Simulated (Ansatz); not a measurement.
Start from `F[SiH](Cl)Cl` and change one element to get `[F][SnH]([Cl])[Cl]`.

Ansatz, PBE0-D4/def2-TZVP geometries, multiplicity 1. 

Elements past krypton have def2 core potentials.

```tsv
property	`F[SiH](Cl)Cl`
HOMO–LUMO gap (PBE0/def2-TZVPP) / eV	9.87
LUMO energy (PBE/def2-TZVPP) / eV	-0.72
LUMO energy (ωB97M-V/def2-TZVPP) / eV	2.13
zero-point energy (PBE0-D4/def2-TZVP) / kJ/mol	40.4
LUMO energy (PBE0/def2-TZVPP) / eV	0.21
HOMO–LUMO gap (ωB97M-V/def2-TZVPP) / eV	14.03
```

Task: Give the same properties after the change, and the shifts. (Estimate.)

Result: Ansatz gave: 
```json
{"property": "HOMO–LUMO gap (PBE0/def2-TZVPP) / eV", "`[F][SnH]([Cl])[Cl]`": "7.44", "shift": "-2.43"}
{"property": "LUMO energy (PBE/def2-TZVPP) / eV", "`[F][SnH]([Cl])[Cl]`": "-3.13", "shift": "-2.41"}
{"property": "LUMO energy (ωB97M-V/def2-TZVPP) / eV", "`[F][SnH]([Cl])[Cl]`": "-0.12", "shift": "-2.25"}
{"property": "zero-point energy (PBE0-D4/def2-TZVP) / kJ/mol", "`[F][SnH]([Cl])[Cl]`": "29.6", "shift": "-10.8"}
{"property": "LUMO energy (PBE0/def2-TZVPP) / eV", "`[F][SnH]([Cl])[Cl]`": "-2.18", "shift": "-2.39"}
{"property": "HOMO–LUMO gap (ωB97M-V/def2-TZVPP) / eV", "`[F][SnH]([Cl])[Cl]`": "11.76", "shift": "-2.27"}
```
